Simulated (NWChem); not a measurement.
System: CH$_{7}$FN$_{2}$Si; SMILES FC[SiH](N)N

NWChem printed, in part:

```
             Northwest Computational Chemistry Package (NWChem) 7.3.0
             --------------------------------------------------------

                             Geometry "geometry" -> ""
                             -------------------------

 Output coordinates in angstroms (scale by  1.889725989 to convert to a.u.)

  No.       Tag          Charge          X              Y              Z
 ---- ---------------- ---------- -------------- -------------- --------------
    1 N                    7.0000    -1.34812000    -1.28752400    -0.40086300
    2 Si                  14.0000     0.00156400    -0.57413400     0.40511300
    3 N                    7.0000     1.46613000    -0.80038000    -0.46727700
    4 C                    6.0000    -0.02431800     1.31591200     0.65140200
    5 F                    9.0000     0.29942000     1.95067700    -0.54330600
    6 H                    1.0000    -1.57649700    -1.05888900    -1.36138400
    7 H                    1.0000    -2.16078600    -1.60278300     0.11512900
    8 H                    1.0000    -0.03546700    -1.18386400     1.77181200
    9 H                    1.0000     1.86294900     0.00333400    -0.94079800
   10 H                    1.0000     1.68909400    -1.66992000    -0.93530000
   11 H                    1.0000     0.71003700     1.62282400     1.41905200
   12 H                    1.0000    -1.01353000     1.67649200     0.98624500

 Effective nuclear repulsion energy (a.u.)     247.8807429676

                                 NWChem DFT Module
                                 -----------------

 Summary of "ao basis" -> "ao basis" (spherical)
 ------------------------------------------------------------------------------
       Tag                 Description            Shells   Functions and Types
 ---------------- ------------------------------  ------  ---------------------
 N                          def2-svp                 6       14   3s2p1d
 Si                         def2-svp                 8       18   4s3p1d
 C                          def2-svp                 6       14   3s2p1d
 F                          def2-svp                 6       14   3s2p1d
 H                          def2-svp                 3        5   2s1p

 in cosmo_initialize ...
 calling solv_data for solv:anisole

 solvent parameters
 solvname_short: anisole
 solvname_long:  anisole
 dielec:        4.2247
 dielecinf:     2.3025
 nonaqueous SMD model solvent descriptors
 dielec:        4.2247
 sola:          0.0000
 solb:          0.2900
 solc:          0.7500
 solg:         50.5200
 solh:          0.0000
 soln:          1.5174

          ---------------
          -cosmo- solvent
          ---------------
 Cosmo: York-Karplus, doi: 10.1021/jp992097l
 dielectric constant -eps-     =   4.22
 screen = (eps-1)/(eps    )    =   0.76330
 surface charge correction     = lagrangian

   van der Waals surface
 --------------------------

[...]

                                COSMO-SMD solvation results
                                ---------------------------

             internal energy in gas <Psi(g)|H|Psi(g)> =      -540.794959927111
         internal energy in solvent <Psi(s)|H|Psi(s)> =      -540.794388984504
                               delta internal energy  =         0.000570942607 (    0.36 kcal/mol)
   total free energy in solvent <Psi(s)|H+V/2|Psi(s)> =      -540.803573740254
 polarization energy contribution <Psi(s)|V/2|Psi(s)> =        -0.009184755749 (   -5.76 kcal/mol)
    total free energy in solvent including G(SMD-CDS) =      -540.800098238869
                       G(SMD-CDS) energy contribution =         0.003475501385 (    2.18 kcal/mol)
     1 M fixed-concentration free energy of solvation =        -0.005138311757 (   -3.22 kcal/mol)

                       DFT Final Molecular Orbital Analysis
                       ------------------------------------

 Vector   23  Occ=2.000000D+00  E=-3.666728D-01
              MO Center= -2.9D-01,  1.2D-01,  2.6D-01, r^2= 3.6D+00
   Bfn.  Coefficient  Atom+Function         Bfn.  Coefficient  Atom+Function
  ----- ------------  ---------------      ----- ------------  ---------------
    51      0.286162   4 C  py               65      0.271041   5 F  py
    23     -0.233180   2 Si py                5      0.221936   1 N  py
    68     -0.213395   5 F  py                8     -0.194393   1 N  py
    85      0.169379   8 H  s               105      0.166281  12 H  s
    26     -0.161589   2 Si py                4     -0.132643   1 N  px

 Vector   24  Occ=2.000000D+00  E=-3.228706D-01
              MO Center=  6.8D-01, -8.0D-01, -2.9D-01, r^2= 2.8D+00
   Bfn.  Coefficient  Atom+Function         Bfn.  Coefficient  Atom+Function
  ----- ------------  ---------------      ----- ------------  ---------------
    38      0.371858   3 N  pz               41     -0.311162   3 N  pz
    36      0.273557   3 N  px                5      0.271481   1 N  py
    39     -0.248160   3 N  px                8     -0.240281   1 N  py
    86      0.122193   8 H  s                35     -0.111207   3 N  s
    49      0.109442   4 C  s                51     -0.103378   4 C  py

 Vector   25  Occ=2.000000D+00  E=-3.023663D-01
              MO Center= -3.0D-01, -6.7D-01, -6.8D-02, r^2= 3.6D+00
   Bfn.  Coefficient  Atom+Function         Bfn.  Coefficient  Atom+Function
  ----- ------------  ---------------      ----- ------------  ---------------
     5      0.355050   1 N  py                8     -0.304060   1 N  py
    36     -0.228886   3 N  px               51     -0.229730   4 C  py
    49      0.224026   4 C  s                 4     -0.190870   1 N  px
    39      0.188078   3 N  px               54     -0.171309   4 C  py
    86     -0.171118   8 H  s                 7      0.164114   1 N  px

 Vector   26  Occ=0.000000D+00  E= 8.680254D-02
              MO Center=  9.7D-02, -4.0D-01, -3.9D-01, r^2= 6.3D+00
   Bfn.  Coefficient  Atom+Function         Bfn.  Coefficient  Atom+Function
  ----- ------------  ---------------      ----- ------------  ---------------
    35      1.018576   3 N  s                 3      0.843152   1 N  s
    18     -0.548333   2 Si s                27      0.464853   2 Si pz
    91     -0.464591   9 H  s                96     -0.446235  10 H  s
    81     -0.441862   7 H  s                76     -0.432365   6 H  s
    55      0.422424   4 C  pz              101     -0.408661  11 H  s

 Vector   27  Occ=0.000000D+00  E= 1.081154D-01
              MO Center= -6.8D-01, -7.6D-01,  1.3D-01, r^2= 6.0D+00
   Bfn.  Coefficient  Atom+Function         Bfn.  Coefficient  Atom+Function
  ----- ------------  ---------------      ----- ------------  ---------------
     3      1.162051   1 N  s                25      0.946966   2 Si px
    35     -0.921940   3 N  s                81     -0.611837   7 H  s
    49      0.577762   4 C  s                76     -0.505641   6 H  s
    91      0.351565   9 H  s                96      0.333475  10 H  s
    18     -0.262216   2 Si s                26     -0.248312   2 Si py

 Vector   28  Occ=0.000000D+00  E= 1.256110D-01
              MO Center= -3.6D-02,  3.8D-01,  9.6D-01, r^2= 6.2D+00
   Bfn.  Coefficient  Atom+Function         Bfn.  Coefficient  Atom+Function
  ----- ------------  ---------------      ----- ------------  ---------------
    49      2.324794   4 C  s                26     -1.203613   2 Si py
   101     -1.040512  11 H  s               106     -0.995788  12 H  s
     3     -0.634566   1 N  s                18     -0.558216   2 Si s
    76      0.388412   6 H  s                55      0.355931   4 C  pz
    25     -0.327082   2 Si px               86     -0.315591   8 H  s

     Multipole analysis of the density
     ---------------------------------

     L   x y z        total         alpha         beta         nuclear
     -   - - -        -----         -----         ----         -------
     0   0 0 0     -0.000000    -25.000000    -25.000000     50.000000

     1   1 0 0     -0.501204     -2.964851     -2.964851      5.428499
     1   0 1 0     -0.341608     -0.724073     -0.724073      1.106539
     1   0 0 1     -0.131386      0.247987      0.247987     -0.627359

     2   2 0 0    -24.587736    -90.124887    -90.124887    155.662038
     2   1 1 0      0.384040    -19.093952    -19.093952     38.571944
     2   1 0 1     -1.291462      6.590810      6.590810    -14.473082
     2   0 2 0    -30.065001   -155.488950   -155.488950    280.912899
     2   0 1 1      3.175832     -4.221979     -4.221979     11.619790
     2   0 0 2    -26.510473    -48.797500    -48.797500     71.084527
```

Level: M06-2X/def2-SVP, SMD on the gas-phase geometry. Coordinates come from a PBE0/def2-SVP optimisation. No frequency run checked for a minimum. Solvent: anisole.

Problem. Reconstruct the input file.

Solution. This is not unique; one that fits is the input that was run:
```
start job
memory heap 200 mb stack 900 mb global 1100 mb
geometry units angstroms noautosym nocenter noautoz
  N     -1.348120    -1.287524    -0.400863
  Si     0.001564    -0.574134     0.405113
  N      1.466130    -0.800380    -0.467277
  C     -0.024318     1.315912     0.651402
  F      0.299420     1.950677    -0.543306
  H     -1.576497    -1.058889    -1.361384
  H     -2.160786    -1.602783     0.115129
  H     -0.035467    -1.183864     1.771812
  H      1.862949     0.003334    -0.940798
  H      1.689094    -1.669920    -0.935300
  H      0.710037     1.622824     1.419052
  H     -1.013530     1.676492     0.986245
end
basis spherical
  * library def2-svp
end
dft
  xc m06-2x
  iterations 150
end
cosmo
  do_cosmo_smd true
  solvent anisole
end
task dft energy
```
